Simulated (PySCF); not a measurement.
Static response to an electric field

Compound: C₅H₃N₃Se.
Geometry (PBE0-D3(BJ)/def2-SVP, Å), atoms numbered from 1 in this order:
```
atom  x, y, z in Å
N1    -0.0323    2.6785    1.2168
C2     0.2569    1.6836    0.6973
C3     0.7340    0.5020    0.0541
C4     2.0531    0.3725   -0.3113
Se5    2.3151   -1.2635   -1.1059
N6     0.5785   -1.6621   -0.8803
C7    -0.0427   -0.6719   -0.2906
C8    -1.4846   -0.8383   -0.0297
N9    -2.1594    0.0729    0.5344
H10    2.8363    1.1156   -0.1612
H11   -1.8776   -1.8118   -0.3724
H12   -3.1381   -0.2053    0.6403
```

Level: B3LYP/def2-SVPD (PySCF), static field, nuclei fixed, core orbitals frozen in the response. The polarisability tensor in these axes (au):

```
x   126.89 -14.25 -22.31
y   -14.25 109.48  26.16
z   -22.31  26.16  75.62
```

Question: What are the eigenvalues, a third of the trace, and Δα (Δα² = ½Σ(αi − αj)² over the three pairs)?

Answer: Principal values 58.66, 103.78 and 149.54 au; mean 103.99 au = 15.41 Å³ = 17.15 × 10⁻⁴⁰ C²·m²/J; Δα = 78.71 au (76 % of the mean).

Question: What is the dipole moment, and where does it point?

Answer: (1.86, -3.32, -1.92) D, 4.26 D in size, pointing from the negative to the positive side. Measured along this direction, the outermost atoms are N1 at the negative end and Se5 at the positive end.

Question: Molar refractivity from α?

Answer: Lorentz–Lorenz: R = (4π/3)N_A α = 2.5225 cm³/(mol·Å³) × 15.41 Å³ = 38.9 cm³/mol, in the limit of long wavelengths.

Question: Rayleigh depolarisation ratio (linearly polarised light, static tensor)?

Answer: ρ = 3Δα²/(45ᾱ² + 4Δα²) = 18583.4/(486666 + 24777.9) = 0.0363.

Question: Give the principal axes and the span of the nuclei along them.

Answer: Largest value along (0.74, -0.53, -0.41), where the nuclei span 5.32 Å; middle along (0.64, 0.75, 0.19), 5.24 Å; least along (0.21, -0.40, 0.89), 0.01 Å. 

One conformer (not necessarily the lowest) at the PBE0-D3(BJ)/def2-SVP geometry, without solvent, vibrations or thermal averaging. The calculation is non-relativistic, for selenium too.
